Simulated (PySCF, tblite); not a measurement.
A set of runs on `COBC#[C]` [radical]; the geometry of each is named by its level. Settings lines and outputs come from a driver script.

Species: C3H4BO (doublet state).
Numbering: `[C:1]#[C:2][BH:3][O:4][CH3:5]` (hydrogens: H6 on B3; H7, H8, H9 on C5)

Step 1: GFN2-xTB geometry optimisation, gas phase (tblite 0.8.0) (from a force-field or distance-geometry start)
```json
{"job": {"kind": "relax", "xc": "GFN2-xTB", "basis": "xTB"}, "charge": 0, "multiplicity": 2}
```
```
step      E/eV     max force
  0    -369.29445    2.983
  1    -369.46081    3.119
  2    -369.46180    3.823
...
 67    -370.45339    0.028
 68    -370.45345    0.018
 69    -370.45349    0.037
 70    -370.45352    0.013
 71    -370.45353    0.010
```

Energy lowered by 26.7 kcal/mol over 71 steps; largest atomic force 0.010 eV/Å at the end. «max force» is the largest atomic force in eV/Å.

Step 2: GFN2-xTB harmonic vibrations, gas phase (tblite 0.8.0) (on the GFN2-xTB geometry)
```json
{"job": {"kind": "ir", "xc": "GFN2-xTB", "basis": "xTB"}, "charge": 0, "multiplicity": 2}
```
```
(table of modes left out)
```

21 modes from 104 to 2982 cm⁻¹ (unscaled, harmonic); zero-point energy 38.3 kcal/mol; all wavenumbers are real at this level.

Step 3: UKS B3LYP, pcH-1 on B C H O, non-relativistic, mean-field spin-orbit, GIAO (PySCF 2.14.0) (on the GFN2-xTB geometry)
```json
{"job": {"kind": "epr", "basis": "pcH-1"}, "charge": 0, "multiplicity": 2}
```
```
...
E = -216.67634246 Eh   <S^2> = 0.7632 (exact 0.7500)
g shifts (ppm)      1          2          3
  rmc          -166       -166       -166
  gc              6          0         18
  oz_so        -313        305        956
  total        -473        140        808
hyperfine (MHz)  atom isotope    a_iso     a_fc   dipolar eigenvalues
    0   13C     784.39     784.39    -63.04    -54.94    117.98
    1   13C      88.63      88.63    -32.75    -25.97     58.73
    2   11B      -0.96      -0.96     -3.85     -2.72      6.57
    3   17O      -2.21      -2.21     -2.46     -0.51      2.97
    4   13C      -0.23      -0.23     -0.48      0.15      0.33
    5    1H      39.20      39.20     -2.17     -0.13      2.30
    6    1H       2.10       2.10     -2.30     -2.29      4.59
    7    1H      -0.54      -0.54     -0.73     -0.68      1.41
    8    1H      -0.55      -0.55     -0.74     -0.68      1.42
```

⟨S²⟩ 0.763; g_iso 2.0025. rmc, gc and oz_so are the mass-correction, gauge-correction and orbital-Zeeman/spin–orbit parts of the g shift along its three principal axes; a_iso is the isotropic hyperfine coupling and a_fc its Fermi-contact part. The log counts atoms from 0, this text from 1.

Q: Which step took the most CPU time, and about what did each take on one thread of an Arm Neoverse V1, no GPU (shared host)?

A: Step 3, about 98 % of the total. CPU time by step: 1: 0.23 s, 2: 0.13 s, 3: 18 s.

Geometry of the electronic-property runs (GFN2-xTB):
```
atom  x, y, z in Å
C1     2.5754   -0.7810   -0.0138
C2     1.7761    0.1183   -0.0147
B3     0.5916    1.0970   -0.0119
O4    -0.6666    0.7175   -0.0039
C5    -1.1642   -0.5966    0.0070
H6     0.8186    2.2469   -0.0186
H7    -0.3520   -1.3284   -0.0026
H8    -1.7957   -0.7365   -0.8732
H9    -1.7696   -0.7312    0.9064
```

 (This holds for the electronic-property runs.)

One conformer stands for the species.
